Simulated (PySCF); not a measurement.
Compound: C₇H₄O₂.
Atom-mapped SMILES: `[CH:1]#[C:2][CH:3]1[C:4](=[O:5])[CH:6]=[CH:7][C:8]1=[O:9]` (hydrogens: H10 on C1; H11 on C3; H12 on C6; H13 on C7)

Cartesian coordinates in Å at the PBE0-D3(BJ)/def2-SVP level; atoms count from 1:
```xyz
13
C7H4O2 angstrom
C      2.8915   -0.0544   -0.5836
C      1.7187    0.2246   -0.4888
C      0.3126    0.5449   -0.3592
C     -0.6532   -0.4642   -1.0066
O     -0.5694   -0.9324   -2.1076
C     -1.7252   -0.7410   -0.0132
C     -1.4754   -0.1216    1.1522
C     -0.2006    0.6416    1.0889
O      0.3230    1.2239    1.9972
H      3.9334   -0.3028   -0.6658
H      0.1101    1.5246   -0.8343
H     -2.5765   -1.3794   -0.2565
H     -2.0796   -0.1475    2.0609
```

Computed with PySCF at PBE0/pcSseg-1 and B3LYP/def2-SVPD, non-relativistic, on one gas-phase PBE0-D3(BJ)/def2-SVP geometry that isn't relaxed in the solvent. The solvent is an IEF-PCM continuum (van der Waals radii × 1.2). The model holds no explicit solvent molecules, cavitation or dispersion.

Gas phase at PBE0/pcSseg-1: HOMO -7.52 eV, LUMO -3.03 eV, dipole 2.18 D.

**Question.** What does the continuum do to the energy, the frontier levels and the dipole at PBE0/pcSseg-1 in acetonitrile and water?

**Answer.** 
```tsv
solvent	ε	E(solvent) − E(gas) (kcal/mol)	polarisation term (kcal/mol)	distortion of the solute (kcal/mol)	HOMO (eV)	LUMO (eV)	dipole (D)
acetonitrile	35.69	-10.21	-11.99	1.78	-7.56	-2.84	3.02
water	78.36	-10.49	-12.36	1.87	-7.57	-2.84	3.05
```

Polarisation term: ½ Σ q·V over the induced surface charges. Distortion: the rise of the solute's own energy as its density leaves the gas-phase optimum. From acetonitrile to water the lowering changes by a factor 1.03, Onsager's factor (ε − 1)/(2ε + 1) by 1.02 and ε itself by 2.2.

**Question.** Which radius a makes the point-dipole formula ΔE = −[(ε − 1)/(2ε + 1)]·μ²/a³ give the value in water, with the gas-phase dipole?

**Answer.** μ = 0.859 au and |ΔE| = 0.01671 Eh give a = 1.48 Å; the farthest nucleus lies 4.00 Å from the centroid of the nuclei, so such a sphere wouldn't even hold the nuclei. The formula assumes a rigid point dipole at the centre of a sphere.

**Question.** Give the dipole vector in the frame of the coordinates (D, pointing from negative to positive charge), gas and water.

**Answer.** Gas (-2.05, -0.38, 0.66), solvent (-2.89, -0.44, 0.87). Its length changes by +40 % and its direction by 2°.

**Question.** Which Hirshfeld charges (PBE0/pcSseg-1) respond most in acetonitrile (means over atoms taken as equivalent)?

**Answer.** 
| atoms | environment | gas (e) | solvent (e) | change |
| --- | --- | --- | --- | --- |
| O5/O9 | ketone oxygen | -0.213 | -0.250 | -0.037 |
| H11 | methine hydrogen | +0.075 | +0.090 | +0.015 |
| H12/H13 | vinylic hydrogen | +0.075 | +0.089 | +0.014 |
| C6/C7 | alkene CH carbon | -0.019 | -0.005 | +0.014 |
| C2 | alkyne carbon | -0.049 | -0.062 | -0.013 |
| C1 | terminal alkyne carbon | -0.101 | -0.113 | -0.012 |

Gas phase at B3LYP/def2-SVPD: HOMO -7.35 eV, LUMO -3.30 eV, dipole 2.33 D.

**Question.** What does the continuum do to the energy, the frontier levels and the dipole at B3LYP/def2-SVPD in acetonitrile and water?

**Answer.** 
| solvent | ε | E(solvent) − E(gas) (kcal/mol) | polarisation term (kcal/mol) | distortion of the solute (kcal/mol) | HOMO (eV) | LUMO (eV) | dipole (D) |
| --- | --- | --- | --- | --- | --- | --- | --- |
| acetonitrile | 35.69 | -10.70 | -12.86 | 2.16 | -7.39 | -3.09 | 3.31 |
| water | 78.36 | -10.99 | -13.28 | 2.29 | -7.39 | -3.09 | 3.34 |

**Question.** How does the static polarisability (B3LYP/def2-SVPD, frozen core, with the continuum's full static response) change?

**Answer.** 
```csv
medium,isotropic (au),principal values (au),⟨r²⟩ of the electrons (bohr²)
gas,83.9,"55.7, 96.1, 99.7",1053.4
acetonitrile,114.1,"75.2, 128.4, 138.5",1053.6
water,115.0,"76.0, 129.2, 139.9",1053.6
```

The isotropic value in water is 1.37 times the gas-phase one; no cavity-field correction is applied. ⟨r²⟩ is taken about the centre of nuclear charge.
